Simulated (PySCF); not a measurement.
C3H10AlFSi (SMILES C[Si](C)(C)[AlH][F]), singlet, geometry from GFN2-xTB (such geometries of metal compounds can be far from the true shape), atoms displaced at random by about 0.03 Å a coordinate; PySCF with B3LYP/STO-3G, gradient.

PySCF was given this input:
```python
from pyscf import gto, scf, dft

mol = gto.M(
    atom='''
Al   -0.34946376    1.55866351   -0.68027664
F     0.82888067    2.67834542   -0.84487062
H    -1.70255690    2.10888590   -1.06643783
Si   -0.06692949   -0.70200633    0.26263051
C    -1.72281158   -1.67171589    0.21750883
C     0.49667692   -0.65960646    2.12959810
C     1.18321828   -1.74159294   -0.75434095
H    -1.65420735   -2.59955037    0.60882107
H    -2.48501351   -1.03166822    0.75512358
H    -2.13691309   -1.65732633   -0.86599143
H    -0.22770734   -0.23129225    2.73885349
H     1.48876840   -0.10227854    2.17377471
H     0.74260751   -1.63956864    2.51474308
H     2.10658150   -1.17976201   -0.85335629
H     0.87268986   -1.84044872   -1.77659023
H     1.36267733   -2.71737739   -0.28235487
''',
    basis='sto-3g',
    verbose=3,
)

mf = dft.RKS(mol)
mf.xc = 'b3lyp'
mf.grids.level = 0
mf.kernel()
g = mf.nuc_grad_method()
g.grid_response = False
grad = g.kernel()
```

The log (banner, timings and long lists left out):

```
converged SCF energy = -743.092706285588
--------------- RKS gradients ---------------
         x                y                z
0 Al     0.0049514312     0.0254768967    -0.0138775807
1 F    -0.0014891409     0.0052231148    -0.0043880837
2 H    -0.0011275422     0.0030858394     0.0001257977
3 Si     0.0028722258    -0.0162306583     0.0011620151
4 C     0.0263907928    -0.1264281666     0.0651940008
5 C    -0.0644325694     0.0044496311     0.0629147273
6 C     0.0060299137    -0.0187910181    -0.0234375250
7 H     0.0002326392     0.0814023642    -0.0310014779
8 H    -0.0141742278     0.0221087932     0.0019261154
9 H    -0.0184684561     0.0130036254    -0.0374023465
10 H     0.0332327040    -0.0269418026    -0.0331457389
11 H     0.0298893010     0.0055076313    -0.0048059036
12 H     0.0033795208     0.0161179925    -0.0028286254
13 H    -0.0157746744     0.0003531450    -0.0086379614
14 H     0.0145532840     0.0124714192     0.0175379858
15 H    -0.0028808818    -0.0006432419     0.0062216434
----------------------------------------------
```
